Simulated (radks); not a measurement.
Excited configurations of the ytterbium ion Yb2+: one electron is placed in a higher orbital outside [Xe] 4f13. The ground configuration is [Xe] 4f14. Method: Dirac Kohn-Sham, BLYP, spin-unpolarised, spherical densities, point nucleus; open shells fill j = l - 1/2 first; computed with a radial shooting solver on a logarithmic mesh with Libxc functionals. Excitation = E - E(ground); binding = E(ion) - E, where the ion is the core of charge +3; n* = 3/sqrt(2 binding) in atomic units, and the quantum defect is n - n*.

5d3/2: excitation (eV) 5.486; binding (eV) 20.265; quantum defect 2.542; eigenvalue (eV) -15.324; <r> (bohr) 2.266
5f5/2: excitation (eV) 17.891; binding (eV) 7.859; quantum defect 1.053; eigenvalue (eV) -6.105; <r> (bohr) 5.641
6s1/2: excitation (eV) 4.727; binding (eV) 21.023; quantum defect 3.587; eigenvalue (eV) -17.488; <r> (bohr) 3.088
6p1/2: excitation (eV) 9.439; binding (eV) 16.312; quantum defect 3.260; eigenvalue (eV) -13.381; <r> (bohr) 3.632
6d3/2: excitation (eV) 16.049; binding (eV) 9.702; quantum defect 2.447; eigenvalue (eV) -7.990; <r> (bohr) 5.506
6f5/2: excitation (eV) 20.393; binding (eV) 5.357; quantum defect 1.219; eigenvalue (eV) -4.357; <r> (bohr) 9.619
7s1/2: excitation (eV) 15.204; binding (eV) 10.547; quantum defect 3.593; eigenvalue (eV) -8.982; <r> (bohr) 6.005
7p1/2: excitation (eV) 16.856; binding (eV) 8.894; quantum defect 3.290; eigenvalue (eV) -7.497; <r> (bohr) 6.832
7d3/2: excitation (eV) 19.638; binding (eV) 6.112; quantum defect 2.524; eigenvalue (eV) -5.099; <r> (bohr) 9.343
7f5/2: excitation (eV) 21.910; binding (eV) 3.840; quantum defect 1.353; eigenvalue (eV) -3.203; <r> (bohr) 14.47

The Delta-SCF ionisation energy is 25.750 eV (NIST Atomic Spectra Database: 25.05 eV, semi-empirical). Self-interaction in the functional shifts the binding energies and quantum defects, so they are the method's values and not measured ones. Spin polarisation and multiplet splitting are left out, so open shells lie too high by an amount that depends on their filling.

Beside tabulated values, note that spin-unpolarised runs miss the spin-polarisation part of the exchange energy of open shells.
